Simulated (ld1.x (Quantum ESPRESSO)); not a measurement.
## Which change was made? (Tm, TM)

ld1.x (Quantum ESPRESSO) 7.5 input, shortened:

```
&input
   title='Tm', zed=69., rel=2, dft='PBE', iswitch=3,
   config='[Xe] 4f12 5d1 6s2 6p0', rel_dist='average'
 /
 &inputp
   pseudotype=2, tm=.true., lloc=3,
   nlcc=.false.
 /
4
6S  1  0   2.00   0.00  2.80  2.80  0.0
6P  2  1   0.00   0.00  3.40  3.40  0.0
5D  3  2   1.00   0.00  2.25  2.25  0.0
4F  4  3  12.00   0.00  0.55  0.55  0.0
 &test
   configts(1)='4f12 5d1 6s2 6p0'
 /
```

Open shells are filled in proportion to 2j + 1 (rel_dist='average').

Cutoffs, loose and tight: the cutoffs (Ry, on a coarse ladder) from which the occupation-weighted sum of valence levels, in a spherical-Bessel basis at the reference potential, stays within 10 and 1 mRy of its value at 400 Ry. They do not see the model core or the augmentation charge, which bear on the density cutoff. Test errors are all-electron minus pseudo excitation energies from the reference, over the configurations 4f13 5d0 6s2 6p0; 4f13 5d0 6s1 6p0; 4f13 5d0 6s0 6p0; 4f13 5d0 6s0 6p2; 4f13 5d0 6s0 6p1; 4f12 5d0 6s0 6p0; 4f11 5d0 6s0 6p0; variants that change the core or the reference have their own tests. The largest error is taken over the tests solved by every variant that gives reliable tests at all, those not shown here included: 4f11 5d0 6s0 6p0; 4f12 5d0 6s0 6p0; 4f13 5d0 6s0 6p0; 4f13 5d0 6s1 6p0; 4f13 5d0 6s2 6p0.

The base gives: outcome: generated, misses its reference levels by 0.77 eV; bound ghosts: s, d5/2, d3/2; largest test error (meV): -1063.

(1) After one change the result is: outcome: generated, misses its reference levels by 0.87 eV; bound ghosts: s, d5/2, d3/2; largest test error (meV): -1484. Which change was it?
A. all radii scaled by about 0.83 (s 2.32, p 2.82, d 1.86, f 0.46 bohr)
B. all radii scaled by about 0.76 (s 2.12, p 2.58, d 1.70, f 0.42 bohr)
C. all radii scaled by about 1.30 (s 3.64, p 4.42, d 2.92, f 0.72 bohr)
D. all radii scaled by about 1.13 (s 3.18, p 3.86, d 2.54, f 0.62 bohr)
E. all radii scaled by about 0.93 (s 2.60, p 3.16, d 2.08, f 0.52 bohr)

Results:

(1) B. The others give: all radii scaled by about 0.83 (s 2.32, p 2.82, d 1.86, f 0.46 bohr) → outcome: generated, misses its reference levels by 0.83 eV; bound ghosts: s, d5/2, d3/2; largest test error (meV): -1260 | all radii scaled by about 0.93 (s 2.60, p 3.16, d 2.08, f 0.52 bohr) → outcome: generated, misses its reference levels by 0.79 eV; bound ghosts: s, d5/2, d3/2; largest test error (meV): -1102 | all radii scaled by about 1.13 (s 3.18, p 3.86, d 2.54, f 0.62 bohr) → outcome: generated, misses its reference levels by 0.75 eV; bound ghosts: s, d5/2, d3/2; largest test error (meV): -1096 | all radii scaled by about 1.30 (s 3.64, p 4.42, d 2.92, f 0.72 bohr) → outcome: generated, misses its reference levels by 0.74 eV; bound ghosts: s, d5/2, d3/2; largest test error (meV): -1238.
